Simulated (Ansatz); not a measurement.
Cu₃⁺, 3 atoms. Hardware: 4 threads of Arm Neoverse V1 on a shared host.

Correlated methods freeze 27 core orbitals.

How many basis functions does each of these Ansatz runs have, and roughly what does it cost? CAM-B3LYP-D4/def2-TZVP, charge 1 triplet, energy, from earlier orbitals; PBE-D4/def2-TZVP, charge 1 quintet, energy, from earlier orbitals; HSE06-D4/def2-TZVP, charge 1 quintet, energy, from earlier orbitals; HF/def2-TZVP, charge 1 triplet, energy, from earlier orbitals; r2SCANh-D4/def2-TZVP, charge 1 triplet, energy, from earlier orbitals; HF/def2-TZVP, charge 1 singlet, energy, from earlier orbitals; PBE0-D4/def2-TZVP, charge 0 doublet at the geometry of the charge 1 singlet, energy, from earlier orbitals; RPA@PBE/def2-TZVP, charge 1 quintet, energy, from earlier orbitals; RPA@PBE/def2-TZVP, charge 1 triplet, energy, from earlier orbitals; B97M-V/def2-TZVP, charge 1 triplet, energy, from earlier orbitals; HF/STO-3G, charge 1 quintet, energy; MP2/def2-TZVP, charge 1 singlet, energy, from earlier orbitals.

Other jobs shared the machine, so times can vary by a factor of up to 3. A dash marks memory too small to be measured apart from the calling script's.

```tsv
run	functions	fitting or Cholesky vectors	wall time	peak host memory (GiB)
HF/def2-TZVP, charge 1 singlet, energy, from earlier orbitals	135	1419	1.2 s	–
MP2/def2-TZVP, charge 1 singlet, energy, from earlier orbitals	135	1419	1.6 s	–
HF/def2-TZVP, charge 1 triplet, energy, from earlier orbitals	135	1419	1.9 s	–
PBE-D4/def2-TZVP, charge 1 quintet, energy, from earlier orbitals	135	1359	4.1 s	–
CAM-B3LYP-D4/def2-TZVP, charge 1 triplet, energy, from earlier orbitals	135	1419	4.7 s	0.64
RPA@PBE/def2-TZVP, charge 1 quintet, energy, from earlier orbitals	135	1419	5.5 s	–
HF/STO-3G, charge 1 quintet, energy	54	448	6 s	–
RPA@PBE/def2-TZVP, charge 1 triplet, energy, from earlier orbitals	135	1419	6 s	–
r2SCANh-D4/def2-TZVP, charge 1 triplet, energy, from earlier orbitals	135	1419	7.5 s	0.65
HSE06-D4/def2-TZVP, charge 1 quintet, energy, from earlier orbitals	135	1419	8 s	0.61
B97M-V/def2-TZVP, charge 1 triplet, energy, from earlier orbitals	135	1359	10 s	–
PBE0-D4/def2-TZVP, charge 0 doublet at the geometry of the charge 1 singlet, energy, from earlier orbitals	135	1419	15 s	0.68
```
